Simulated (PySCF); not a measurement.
Species: Ge(OH)2H2.
Z-matrix (Å and degrees, PBE0-D3(BJ)/def2-SVP geometry), rows numbered from 1:
```
Ge
O   1  1.7783
H   2  0.9622  1  114.91
O   1  1.7672  2  102.73  3  -179.06
H   4  0.9644  1  110.47  2     1.68
H   1  1.5404  2  111.22  3    63.98
H   1  1.5410  2  111.12  3   -61.88
```

Computed with TDDFT CAM-B3LYP/def2-SVPD, vertical, gas phase, core orbitals frozen in the response (PySCF 2.14.0, density-fitted response routines). Relativistic effects, spin–orbit coupling among them, are left out although an element past zinc is present.

Frontier orbitals with the atoms that hold most of them (Löwdin shares over 4%, at most four atoms; ? is withheld):

```json
{"orbital": "HOMO-3", "ε (eV)": "-11.72", "atoms": "O4 57%, O2 25%, Ge1 10%, H5 5%"}
{"orbital": "HOMO-2", "ε (eV)": "-11.48", "atoms": "O2 47%, O4 22%, Ge1 15%, H7 6%"}
{"orbital": "HOMO-1", "ε (eV)": "-10.72", "atoms": "?"}
{"orbital": "HOMO", "ε (eV)": "-9.88", "atoms": "O4 31%, Ge1 22%, O2 17%, H7 14%"}
{"orbital": "LUMO", "ε (eV)": "0.60", "atoms": "?"}
{"orbital": "LUMO+1", "ε (eV)": "0.99", "atoms": "Ge1 40%, O4 24%, H5 11%, O2 11%"}
{"orbital": "LUMO+2", "ε (eV)": "1.31", "atoms": "Ge1 38%, H7 18%, H6 18%, O4 13%"}
```

(1) Which atoms hold the HOMO-1, and with what shares?

(2) Give the leading atoms of the LUMO.

(3) How does S1 compare with the orbital gap of 10.48 eV?

(4) One configuration dominates each of S1, S2, S5 and S6. Which, and how do the shares of the two leading atoms of either orbital change from the occupied to the empty one?

## Answers

(1) O2 (bonded to Ge and H) 48%; O4 (bonded to Ge and H) 39%; Ge1 (bonded to 2 O and 2 H) 6%. By element: oxygen 87%, germanium 6%.

(2) Ge1 (bonded to 2 O and 2 H) 34%; O2 (bonded to Ge and H) 31%; H3 (bonded to O) 14%; H7 (bonded to Ge) 8%. By element: germanium 34%, oxygen 31% or more, hydrogen 22% or more.

(3) S1 is at 6.94 eV (f = 0.0018), 3.54 eV below the gap, made of HOMO→LUMO (72%), HOMO-1→LUMO (12%), HOMO→LUMO+1 (11%). 

(4) 
- S1 (6.94 eV, f 0.0018), HOMO→LUMO (72%): O4 31% → at most 8%, Ge1 22% → 34%, O2 17% → 31%
- S2 (7.36 eV, f 0.021), HOMO→LUMO+1 (71%): O4 31% → 24%, Ge1 22% → 40%
- S5 (8.20 eV, f 0.029), HOMO-1→LUMO+1 (74%): O2 48% → 11%, O4 39% → 24%, Ge1 6% → 40%
- S6 (8.52 eV, f 0.085), HOMO-2→LUMO (79%): O2 47% → 31%, O4 22% → at most 8%, Ge1 15% → 34%

Löwdin shares depend on the basis, the more so with diffuse functions.

One conformer stands for the species.
